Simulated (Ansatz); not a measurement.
Reaction (substitution at a C–O bond): `C[O][Zn][O]C` + `[F][AlH][NH][SiH3]` → `C[N]([SiH3])[AlH][F]` + `C[O][Zn][OH]`

Gas-phase electronic energies from Ansatz, PBE0-D4/def2-TZVP geometries. CBS: MP2 limit from def2 TZ/QZ plus the TZ coupled-cluster correction, frozen cores. DFT in def2-TZVPP. For Zn outer-core shells are correlated without core-valence functions, which leaves a few kJ/mol of doubt a bond. Scalar relativity is left out up to krypton. One conformer a species, not always the lowest.

```json
{"species": "`C[O][Zn][O]C`", "PBE0 energy (Eh)": "-2009.25137"}
{"species": "`[F][AlH][NH][SiH3]`", "PBE0 energy (Eh)": "-689.33864"}
{"species": "`C[N]([SiH3])[AlH][F]`", "PBE0 energy (Eh)": "-728.59937"}
{"species": "`C[O][Zn][OH]`", "PBE0 energy (Eh)": "-1969.99631"}
```

Work out ΔE.

ΔE = (-728.59937) + (-1969.99631) − (-2009.25137) − (-689.33864) = -0.00567 Eh = -14.9 kJ/mol. CCSD(T)/CBS gives -20.1 kJ/mol.

Largest T1 diagnostic among the species: 0.017.

The D4 term adds −6.3 kJ/mol with B3LYP and −3.4 kJ/mol with PBE0; it sums over pairs of atoms, weighted by their polarisabilities, and B3LYP, whose exchange is more repulsive, gets the larger term. In def2-TZVPP, CCSD(T) changes the Hartree–Fock value by −17.4 kJ/mol (the triples alone add −2.1 kJ/mol) and MP2 by −22.5 kJ/mol.

B3LYP here is the variant with VWN-RPA as its local correlation; programs differ in this.
